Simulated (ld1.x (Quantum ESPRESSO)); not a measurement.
# copper (Cu): one change to a PAW potential, before and after

```
Element                 : Cu (Z = 29)
Generator               : ld1.x (Quantum ESPRESSO) 7.5
Type                    : PAW
Functional              : PBE
Relativity              : scalar-relativistic
Frozen core             : [Ar]
Valence charge          : 11
Reference configuration : 3d10 4s1 4p0
Partial waves           : 4s (bound): rcut 2.05, rcutus 2.40 bohr; 4s channel at 1.1 Ry: rcut 2.05, rcutus 2.40 bohr; 4p (bound, empty): rcut 3.55, rcutus 4.25 bohr; 4p channel at 4.7 Ry: rcut 3.55, rcutus 4.25 bohr; 3d (bound): rcut 1.35, rcutus 1.65 bohr; 3d channel at 0.2 Ry: rcut 1.35, rcutus 1.65 bohr
Local potential         : all-electron potential smoothed inside 2.10 bohr (lloc = -1)
Core correction         : Bessel-smoothed model core, default radius (core density twice the valence density)
Augmentation charge     : PSQ, inside the norm-conserving radii
```

All-electron outer shells of the reference configuration (PBE, scalar-relativistic, ld1.x):

```
shell  level (eV)  outermost node (bohr)  outermost maximum (bohr)
   3s     -114.70                   0.29                      0.61
   3p      -72.14                   0.26                      0.62
   3d       -5.04                      –                      0.60
   4s       -4.61                   0.89                      2.27
   4p       -0.70                   0.97                      3.65
```

Change: wave 4p channel at 4.7 Ry: rcut 3.55, rcutus 4.25 bohr becomes 4p channel at -0.08 Ry: rcut 3.55, rcutus 4.25 bohr.

Cutoffs: the cutoffs (Ry, on a coarse ladder) from which the occupation-weighted sum of valence levels, in a spherical-Bessel basis at the reference potential, stays within 10 and 1 mRy of its value at 400 Ry; they do not see the model core or the augmentation charge, which bear on the density cutoff. Errors are all-electron minus pseudo energies relative to the spin-unpolarised reference configuration.

Problem. What does the change do?

Solution. The potential gets neither clearly harder nor softer (40 Ry and 70 Ry → 40 Ry and 70 Ry); the bound ghost in p disappears; of the 7 tests that both files solve, the error grows in 0 and shrinks in 1 by more than 15 % and 0.3 meV (median size 55.6 → 55.6 meV).

```csv
quantity,base,changed
"cutoff, loose",40 Ry,40 Ry
"cutoff, tight",70 Ry,70 Ry
bound ghosts,p,none
"error for 3d10 4s0 4p0, meV [ΔE 8.15 eV]",-7.4,-7.4
"error for 3d9 4s0 4p0, meV [ΔE 29.48 eV]",-56,-56
"error for 3d8 4s0 4p0, meV [ΔE 68.50 eV]",-531,-531
"error for 3d7 4s0 4p0, meV [ΔE 128.21 eV]",-2036,-2036
"error for 3d10 4s0 4p1, meV [ΔE 4.14 eV]",-21,-1.2
"error for 3d9 4s1 4p0, meV [ΔE 11.58 eV]",-56,-56
"error for 3d10 4s0.5 4p0, meV [ΔE 3.16 eV]",-1.8,-1.8
s: phases at 4.60 bohr within 0.05 rad from the reference energy up to (Ry; the scan ends near 5),3.1,3.1
p: phases at 4.60 bohr within 0.05 rad from the reference energy up to (Ry; the scan ends near 5),0.1,0.8
d: phases at 4.60 bohr within 0.05 rad from the reference energy up to (Ry; the scan ends near 5),n/a,n/a
lowest overlap eigenvalue by channel,"s 0.39, p 0.02, d 1.00","s 0.39, p 0.95, d 1.00"
```

Base: These tests converged, but a pseudo level misses the all-electron one widely, so the file describes the atom poorly there or has found another state: 3d8 4s0 4p0: empty 4p by 5.1 eV (a node warning on the way); 3d7 4s0 4p0: empty 4p by 12.1 eV. A true bound ghost makes a file unfit for plane-wave use even where its test errors are small: the radial tests pick states by their node count and pass the ghost by.
